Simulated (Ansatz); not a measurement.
`COB(F)Br` + HBr → `FB(Br)Br` + CH₃OH  (ligand exchange at a B–O bond)

Isolated molecules relaxed with PBE0-D4/def2-TZVP in Ansatz; ΔE leaves out vibrations. CCSD(T)/CBS is the MP2 limit (def2-TZVPP, def2-QZVPP) plus CCSD(T) − MP2 in def2-TZVPP, frozen cores. This one scheme is used for every species. Functionals use def2-TZVPP. B3LYP here is the variant with VWN-RPA as its local correlation; programs differ in this. For Br outer-core shells are correlated without core-valence functions, which leaves a few kJ/mol of doubt a bond. Scalar relativity is left out up to krypton. One conformer a species, not always the lowest.

CCSD(T)/CBS gives +72.8 kJ/mol.

Another level gave +78.5 kJ/mol. Which?
A. BHLYP/def2-TZVPP
B. B3LYP-D4/def2-TZVPP
C. revPBE/def2-TZVPP
D. revPBE-D4/def2-TZVPP

B. B3LYP-D4 78.5, BHLYP 82.9, revPBE 61.3, revPBE-D4 65.8 kJ/mol.

Largest T1 diagnostic among the species: 0.011.

From BLYP to BHLYP (50 % exact exchange), in def2-TZVPP and without D4, ΔE moves by +9.2 kJ/mol. Leaving LDA and LC-ωPBE aside and taking each functional with its dispersion term where it has one, the values, not all of them listed here, spread over 19.1 kJ/mol, from revPBE-D4 to CAM-B3LYP-D4. LDA lies +14.1 kJ/mol from PBE without D4. At CCSD(T), def2-SVP lies +18.3 kJ/mol from the extrapolated value and def2-TZVPP +3.3 kJ/mol.
